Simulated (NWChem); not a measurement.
System: Si2H3, doublet; SMILES [Si][SiH3]

Here is an NWChem input.

```
start job
memory heap 200 mb stack 900 mb global 1100 mb
geometry units angstroms noautoz
  Si    -0.019632     1.343620     0.000000
  Si    -0.007592    -1.038093     0.000000
  H     -0.588768    -1.700520     1.213448
  H      1.474885    -1.313956     0.000000
  H     -0.588768    -1.700520    -1.213448
end
basis spherical
  * library def2-svp
end
dft
  odft
  mult 2
  xc xpbe96 cpbe96
  iterations 150
end
tddft
  cis
  nroots 6
end
task tddft energy
```

Parts of the log:

```
             Northwest Computational Chemistry Package (NWChem) 7.3.0
             --------------------------------------------------------

 CS  symmetry detected

                             Geometry "geometry" -> ""
                             -------------------------

 Output coordinates in angstroms (scale by  1.889725989 to convert to a.u.)

  No.       Tag          Charge          X              Y              Z
 ---- ---------------- ---------- -------------- -------------- --------------
    1 Si                  14.0000    -0.01018282    -1.35780407     0.00000000
    2 Si                  14.0000    -0.00997695     1.02393936     0.00000000
    3 H                    1.0000    -0.59443717     1.68347050     1.21344800
    4 H                    1.0000     1.47111107     1.30716491     0.00000000
    5 H                    1.0000    -0.59443717     1.68347050    -1.21344800

 Effective nuclear repulsion energy (a.u.)      65.8795529231

      Symmetry information
      --------------------

 Group name             Cs
 Group number              2
 Group order               2
 No. of unique centers     4

  pbe96 is a nonlocal functional; adding pw91lda local functional.

                                 NWChem DFT Module
                                 -----------------

 Summary of "ao basis" -> "ao basis" (spherical)
 ------------------------------------------------------------------------------
       Tag                 Description            Shells   Functions and Types
 ---------------- ------------------------------  ------  ---------------------
 Si                         def2-svp                 8       18   4s3p1d
 H                          def2-svp                 3        5   2s1p

      Symmetry analysis of basis
      --------------------------

        a'         35
        a"         16

            General Information
            -------------------
          SCF calculation type: DFT
          Wavefunction type:  spin polarized.
          No. of atoms     :     5
          No. of electrons :    31
           Alpha electrons :    16
            Beta electrons :    15
          Charge           :     0
          Spin multiplicity:     2
          Use of symmetry is: off; symmetry adaption is: on
          Maximum number of iterations: 150
          AO basis - number of functions:    51
                     number of shells:    25
          Convergence on energy requested:  1.00D-06
          Convergence on density requested:  1.00D-05
          Convergence on gradient requested:  5.00D-04

              XC Information
              --------------
          PerdewBurkeErnzerhof Exchange Functional  1.000
            Perdew 1991 LDA Correlation Functional  1.000 local
           PerdewBurkeErnz. Correlation Functional  1.000 non-local

             Grid Information
             ----------------
          Grid used for XC integration:  medium
          Radial quadrature: Mura-Knowles
          Angular quadrature: Lebedev.
          Tag              B.-S. Rad. Rad. Pts. Rad. Cut. Ang. Pts.
          ---              ---------- --------- --------- ---------
          Si                  1.10       88          10.0       590
          H                   0.35       45          11.0       434
          Grid pruning is: on
          Number of quadrature shells:   311
          Spatial weights used:  Erf1

      Superposition of Atomic Density Guess
      -------------------------------------

 Sum of atomic energies:        -578.97492570

      Non-variational initial energy
      ------------------------------

 Total energy =    -579.175020
 1-e energy   =    -933.593282
 2-e energy   =     288.538709
 HOMO         =      -0.089777
 LUMO         =      -0.083211

   Symmetry analysis of molecular orbitals - initial alpha
   -------------------------------------------------------

  Numbering of irreducible representations:

     1 a'          2 a"

  Orbital symmetries:

     1 a'          2 a'          3 a'          4 a'          5 a'
     6 a"          7 a'          8 a'          9 a'         10 a"
    11 a'         12 a'         13 a"         14 a'         15 a'
    16 a"         17 a'         18 a'         19 a'         20 a"
    21 a'         22 a'         23 a'         24 a'         25 a"
    26 a'

   Symmetry analysis of molecular orbitals - initial beta
   ------------------------------------------------------

  Numbering of irreducible representations:

     1 a'          2 a"

  Orbital symmetries:

[...]

                                NWChem TDDFT Module
                                -------------------

            General Information
            -------------------
           No. of orbitals :     102
            Alpha orbitals :      51
             Beta orbitals :      51
        Alpha frozen cores :       0
         Beta frozen cores :       0
     Alpha frozen virtuals :       0
      Beta frozen virtuals :       0
         Spin multiplicity :       2
    Number of AO functions :      51
        Use of symmetry is : off
      Symmetry adaption is : on
         Schwarz screening :  0.10D-07

              XC Information
              --------------
   PerdewBurkeErnzerhof Exchange Functional   1.00
     Perdew 1991 LDA Correlation Functional   1.00 local
    PerdewBurkeErnz. Correlation Functional   1.00 non-local

             TDDFT Information
             -----------------
          Calculation type : Tamm-Dancoff TDDFT
         Wavefunction type : Unrestricted
          No. of electrons :      31
           Alpha electrons :      16
            Beta electrons :      15
              No. of roots :       6
          Max subspacesize :    5200
            Max iterations :     100
               Target root :       1
           Target symmetry : none
      Symmetry restriction : off
                 Algorithm : Optimal
        Davidson threshold :  0.10D-03

    6 smallest eigenvalue differences (eV)
--------------------------------------------------------
  No. Spin  Occ  Vir  Irrep   E(Occ)    E(Vir)   E(Diff)
--------------------------------------------------------
    1    1   16   17 a'       -0.171    -0.159     0.339
    2    1   15   17 a"       -0.222    -0.159     1.716
    3    2   15   16 a"       -0.214    -0.146     1.830
    4    2   15   17 a'       -0.214    -0.116     2.643
    5    1   14   17 a'       -0.311    -0.159     4.133
    6    1   13   17 a"       -0.314    -0.159     4.221
--------------------------------------------------------

  Entering Davidson iterations
  Unrestricted

  Iter   NTrls   NConv    DeltaV     DeltaE      Time
  ----  ------  ------  ---------  ---------  ---------
    1      6       0     0.58E-01   0.10+100        0.8
    2     12       0     0.21E-01   0.13E-01        1.0
    3     18       0     0.97E-02   0.14E-02        1.0
    4     24       3     0.36E-02   0.24E-03        1.0
    5     27       5     0.71E-03   0.34E-04        0.6
    6     28       5     0.18E-03   0.13E-05        0.3
    7     29       6     0.80E-04   0.81E-07        0.3
  ----  ------  ------  ---------  ---------  ---------
  Convergence criterion met

  Ground state a"       -580.192514490043 a.u.
  <S2> =   0.7536

  ----------------------------------------------------------------------------
  Root   1         a'             0.009259183 a.u.                0.2520 eV
  <S2> =   0.7561
  ----------------------------------------------------------------------------
     Transition Moments    X -0.00000   Y  0.00000   Z  0.04608
     Dipole Oscillator Strength                    0.0000131057
     Electric Quadrupole                           0.0000000000
     Magnetic Dipole                               0.0000000714
     Total Oscillator Strength                     0.0000131771

     Occ.   16 alpha a"  ---  Virt.   17 alpha a'       0.99924
  ----------------------------------------------------------------------------
  Root   2         a"             0.045199443 a.u.                1.2299 eV
  <S2> =   2.7484
  ----------------------------------------------------------------------------
     Transition Moments    X  0.00928   Y  0.01012   Z -0.00000
     Dipole Oscillator Strength                    0.0000056804
     Electric Quadrupole                           0.0000000000
     Magnetic Dipole                               0.0000000010
     Total Oscillator Strength                     0.0000056814

     Occ.   15 alpha a'  ---  Virt.   17 alpha a'       0.73005
     Occ.   15 beta  a'  ---  Virt.   16 beta  a'      -0.67864
  ----------------------------------------------------------------------------
  Root   3         a"             0.081536656 a.u.                2.2187 eV
  <S2> =   0.7576
  ----------------------------------------------------------------------------
     Transition Moments    X -0.28051   Y -0.00166   Z  0.00000
     Dipole Oscillator Strength                    0.0042772327
     Electric Quadrupole                           0.0000000305
     Magnetic Dipole                               0.0000010827
     Total Oscillator Strength                     0.0042783459

     Occ.   12 alpha a'  ---  Virt.   17 alpha a'      -0.06453
     Occ.   15 alpha a'  ---  Virt.   17 alpha a'       0.67698
     Occ.   12 beta  a'  ---  Virt.   16 beta  a'      -0.05032
     Occ.   15 beta  a'  ---  Virt.   16 beta  a'       0.72731
  ----------------------------------------------------------------------------
  Root   4         a'             0.094603041 a.u.                2.5743 eV
  <S2> =   0.7598
  ----------------------------------------------------------------------------
     Transition Moments    X  0.00000   Y  0.00000   Z -0.22487
     Dipole Oscillator Strength                    0.0031892447
     Electric Quadrupole                           0.0000000250
     Magnetic Dipole                               0.0000006295
     Total Oscillator Strength                     0.0031898992

[...]
```

Level: PBE/def2-SVP, spin-unrestricted, TDA. In the optimisation the excess spin sits in a" (Cs, its own frame). Structure relaxed at the PBE0/def2-SVP, spin-unrestricted level. No stability test was run on the SCF state.
